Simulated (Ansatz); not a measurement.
# C2H5Ga: structure from calculated spectroscopic constants

These gas-phase data were calculated for one isomer of C2H5Ga at PBE0-D4/def2-TZVP (harmonic, unscaled wavenumbers; equilibrium rotational constants with average atomic masses):

* rotational constants: 38.13, 3.999, 3.619 GHz
* all wavenumbers above 1500 cm⁻¹: 3194, 3141, 3112, 1971, 1960, 1647
* dipole moment: 0.81 D (PBE0/def2-TZVPD)

Candidates:

(1) `C[CH2][Ga]`, a singlet
(2) `C=[CH][GaH2]`, a singlet

**Question.** Assign the data to one candidate and say why.

**Answer.** Candidate (2). The band at 1971 cm⁻¹ lies where the Ga–H stretch is expected; (1) has no mode between 1700 and 2150 cm⁻¹.

The same quantities for all candidates:

```
     rotational constants (GHz)         wavenumbers above 1500 cm⁻¹  dipole (D)  E above the lowest, PBE0-D4/def2-TZVP (kcal/mol)
(1)         29.78, 3.607, 3.349  3087, 3079, 3048, 3021, 3005, 1504        0.61                                               0.0
(2)         38.13, 3.999, 3.619  3194, 3141, 3112, 1971, 1960, 1647        0.81                                              18.2
```

Each candidate is one conformer. Programs: Ansatz 0.2.0.
